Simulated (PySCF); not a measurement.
## Xenon: a sound run and one with changed settings

Sound run: Xe²⁺ [Kr] 4d10 5s2 5p4, Xe³⁺ [Kr] 4d10 5s2 5p3. Computed with PySCF 2.14 in x2c-TZVPall (8s6p4d2f, 60 functions), with the spin-free X2C one-electron Hamiltonian (Gaussian nucleus). In the sound run the correlated levels freeze [Kr] 4d10. The sound run starts from symmetry-adapted Hartree-Fock orbitals and uses a fine grid where one is needed.

Changed run: initial guess sap, at most 50 SCF cycles.

| species | method | sound run (hartree) | changed run (hartree) | converged |
| --- | --- | --- | --- | --- |
| Xe²⁺ | UHF | -7442.30234 | -7442.30234 | yes |
| Xe²⁺ | M06-2X | -7445.86577 | -7445.86577 | yes |
| Xe³⁺ | UHF | -7441.22554 | -7441.22554 | yes |
| Xe³⁺ | M06-2X | -7444.75980 | -7444.75980 | yes |

Here the plain start reaches the same solutions.
